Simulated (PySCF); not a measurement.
## Computed properties of B(H)2(SH) (BH3S), SMILES BS

B(H)2(SH) (BH₃S), SMILES BS. Coordinates come from a ωB97X-D3(BJ)/def2-TZVP optimisation. The values are those of a single conformer. All values are computed for the isolated molecule unless a solvent is named; none is compared with measurement here.

**Structure.** The optimised structure has Cs symmetry. All 9 harmonic modes at ωB97X-D3(BJ)/def2-TZVP (PySCF) are real, so it is a minimum.

**Vibrations.** The strongest infrared lines (harmonic, unscaled, degenerate partners summed) lie at 2622 cm⁻¹ (90 km/mol, H 96 %), 2723 cm⁻¹ (75 km/mol, H 88 %, B 11 %), 1222 cm⁻¹ (59 km/mol, H 81 %, B 18 %). The softest mode is at 654 cm⁻¹ and the zero-point energy is 19.2 kcal/mol.

**Electronic structure.** B3LYP/def2-TZVPD (PySCF) places the frontier levels at -8.23 and -1.56 eV, a gap of 6.67 eV, and gives a dipole moment of 0.84 D and a mean polarisability of 38.2 bohr³.

**Excitations.** TDA-ωB97X/def2-TZVPD (PySCF) has S1 at 6.38 eV (194 nm, f = 0.000, dark); the most intense of the 10 singlets computed lies at 6.68 eV (f = 0.20). T1 (TDA) is at 5.03 eV, 1.35 eV under S1. No vertical singlet excitation falls in the visible range (under 3.1 eV).

**NMR.** GIAO shifts at HF/pcSseg-2 (PySCF) (non-relativistic, atoms alike by connectivity averaged): ¹H from 3.7 to 6.8 ppm against TMS; ¹¹B at 58.1 ppm against BF3.
